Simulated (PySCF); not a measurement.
CH6ClFOSi2, SMILES O[C@H]([SiH3])[Si@@H](F)Cl. The structure is a stationary point at PBE-D3(BJ)/def2-SVP. The structure was generated by enumeration; whether it is a known compound was not checked. Other conformers were not sampled.

Q: Give the equilibrium geometry at PBE-D3(BJ)/def2-SVP (PySCF confirms it by a frequency run) as a Z-matrix. (An estimate is asked for; the answer gives what the named calculation found.)

A: One answer among several that fit: 
```
C
H 1 1.1145
O 1 1.4369 2 107.25
H 3 0.9801 1 106.39 2 -164.96
Si 1 1.8859 2 106.94 3 -119.83
F 5 1.6341 1 112.27 2 47.33
H 5 1.4945 6 107.60 1 128.48
Si 1 1.9233 2 107.07 3 117.38
H 8 1.5010 1 108.58 2 -58.36
H 8 1.5033 9 109.49 1 117.82
H 8 1.5074 9 109.84 10 119.92
Cl 5 2.0841 7 109.53 6 -116.25
```
Charge 0, spin multiplicity 1.
